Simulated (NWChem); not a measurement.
AlNH4; SMILES [NH2][AlH2]

Results from NWChem. The geometry was optimised at B3LYP/6-31G* (spherical d). B3LYP is NWChem's, with the RPA form of VWN correlation. Total energies of different functionals are on different scales.

| level | energy (Ha) | highest occupied level (eV) | orbital gap (eV) | dipole (D) |
|---|---|---|---|---|
| B3LYP/def2-TZVP | -299.6693 | -7.27 | 6.40 | 1.23 |
| PBE/def2-TZVP | -299.4238 | -6.18 | 4.76 | 1.34 |
| LC-wPBE (HJS exchange hole, range parameter 0.4 per bohr)/def2-TZVP | -299.5012 | -10.43 | 11.74 | 1.19 |
| KT2/def2-TZVP | -302.7638 | … | 4.77 | 1.28 |
| BP86/def2-TZVP | -299.6615 | -6.29 | 4.83 | 1.34 |
| B3PW91/def2-TZVP | -299.5903 | -7.29 | 6.52 | 1.24 |
| B97-D/def2-TZVP | -299.5957 | -6.15 | 4.84 | 1.33 |

Fill in the missing entries.


- KT2/def2-TZVP, highest occupied level (eV): -6.23
